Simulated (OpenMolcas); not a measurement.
A calculation on Hf II.

| Item | Value |
| --- | --- |
| Program | OpenMolcas |
| Method | XMS-CASPT2, IPEA 0.25 Eh, imaginary shift 0.1 Eh (closed shells correlated: 5s 5p) |
| Basis | ANO-RCC-VTZP [8s7p5d3f2g1h] |
| Scalar Hamiltonian | DKH2, point nucleus |
| Active space | 3 electrons in 6 orbitals (5d 6s) |
| State averaging | 2S+1 = 2 even, 65 roots; 2S+1 = 4 even, 20 roots kept (CI in the orbitals of an earlier block) |
| Spin-orbit coupling | state interaction with AMFI integrals over the reference wave functions, term energies averaged over their components |

**Question.** Which level of the active space comes out lowest?

**Answer.** 5d 6s2 2D 3/2, with 91 % of that term; it is also the measured ground level.

**Question.** How high does 5d2 6s 4P 3/2 lie?

**Answer.** 14530 cm-1 above the lowest level.

**Question.** How high does 5d2 6s 4F 9/2 lie?

**Answer.** 9790 cm-1 above the lowest level; measured 8362 cm-1 above the ground level, so the calculation is off by +17 %.

**Question.** How high does 5d2 6s 4F 5/2 lie?

**Answer.** 6070 cm-1 above the lowest level; measured 4905 cm-1 above the ground level, so the calculation is off by +24 %.

**Question.** The level at 15850 cm-1 has J = 3/2. What is it made of, and what is its g factor?

**Answer.** 46 % 5d2 6s 2D 3/2, 43 % 5d2 6s 2P, 4 % 5d2 6s 4P; g = 1.060, against 0.800 from Landé's formula for the pure leading term.

Measured values: NIST Handbook of Basic Atomic Spectroscopic Data.

CASPT2 does not keep the components of a term degenerate, so their means are used; among the terms shown or strongly mixed into the levels shown the widest spread is 420 cm-1 (5d2 6s 2P). Over all roots computed the reference weight is 0.88 to 0.95; the roots of lowest weight are the least certain, and an intruder state may touch them. Terms from blocks run as CI alone lack orbitals of their own. Configurations are named by rounded mean occupations; where the s occupation lies near a half they are strongly mixed, a name can repeat and a true partner stay unpaired. A single d shell beside an s shell can misplace configurations of different d count against each other. The CASPT2 spread within a term exceeds the gap to the next term for 5d2 6s 2D and 5d2 6s 2P, so the order of their levels is uncertain, and so are names and mixing where such terms share a J. Computed and measured levels are paired by configuration, term and J; levels that our copy of the source lacks, or whose pairing is in doubt (as where it misses far off the trend of its configuration), stay unpaired and out of the deviations. Only configurations of the active space appear.
